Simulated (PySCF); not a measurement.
HOZn, SMILES [Zn+][OH], charge +1.

Geometry optimised at B3LYP-D3(BJ)/def2-TZVP. The multiplicity is an assumed one; other spin states were not compared. The isomer is the one that the SMILES or the coordinates give; other isomers of the formula were not compared.

Two levels are set side by side: PBE/def2-TZVPD (PySCF) and r2SCAN/def2-TZVPD (PySCF). Same geometry, gas phase. Differences are taken from unrounded values.

```json
[
 {"quantity": "orbital gap (eV)", "PBE": "1.53"},
 {"quantity": "highest occupied level (eV)", "PBE": "-13.54"},
 {"quantity": "lowest empty level (eV)", "PBE": "-12.01"},
 {"quantity": "mean polarisability (bohr³)", "PBE": "23.2"}
]
```

Task: These are the PBE values. What does r2SCAN give? (Estimate from the structure and the level; the computed values follow.)

Result: 
| quantity | r2SCAN | PBE minus r2SCAN |
|---|---|---|
| orbital gap (eV) | 2.04 | -0.51 |
| highest occupied level (eV) | -13.70 | 0.16 |
| lowest empty level (eV) | -11.66 | -0.35 |
| mean polarisability (bohr³) | 22.9 | 0.4 |

Rough cost on one machine, each run with all the roots and properties that it gave: r2SCAN against PBE about 3 times.
